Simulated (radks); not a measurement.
All-electron atom: Sm+ in [Xe] 4f6 6s1. All-electron calculation, scalar-relativistic Kohn-Sham, r2SCAN, spin-polarised, spherical densities, finite nucleus; open shells are filled with parallel spins first (spin-orbit coupling, left out, can overturn this in heavy ions); meta-GGA in the generalised Kohn-Sham scheme; Fermi nuclear charge, rms radius 5.0819 fm. Program: a radial shooting solver on a logarithmic mesh with Libxc functionals.

Radial electron density D(r) = 4 pi r^2 rho(r):

| r (bohr) | D(r) (e/bohr) | spin D(r) |
|---|---|---|
| 0.003213 | 22.05 | 0.00124 |
| 0.004354 | 32.89 | 0.00181 |
| 0.005901 | 46.67 | 0.00246 |
| 0.008062 | 62.34 | 0.00306 |
| 0.01093 | 75.61 | 0.00323 |
| 0.01481 | 82.21 | 0.00264 |
| 0.02007 | 79.72 | 0.00130 |
| 0.02742 | 73.24 | 0.000269 |
| 0.03716 | 76.28 | 0.00145 |
| 0.05036 | 94.40 | 0.00389 |
| 0.06825 | 109.0 | 0.000355 |
| 0.0925 | 97.52 | -0.00832 |
| 0.1264 | 80.98 | 0.0375 |
| 0.1713 | 91.79 | 0.305 |
| 0.2321 | 87.95 | 1.08 |
| 0.3146 | 49.65 | 2.67 |
| 0.4297 | 39.47 | 4.96 |
| 0.5824 | 44.68 | 6.26 |
| 0.7893 | 27.17 | 5.61 |
| 1.07 | 13.48 | 3.89 |
| 1.45 | 9.024 | 1.89 |
| 1.981 | 4.332 | 0.584 |
| 2.684 | 1.312 | 0.366 |
| 3.638 | 0.4742 | 0.374 |
| 4.93 | 0.1928 | 0.189 |
| 6.736 | 0.03319 | 0.0332 |
| 9.129 | 0.001747 | 0.00175 |

D(r) has 4 maxima, at r = 0.0158, 0.0699, 0.196, 0.542 bohr, and minima at 0.0302, 0.129, 0.390 bohr, inside which lie 1.94, 11.18, 29.21 electrons.
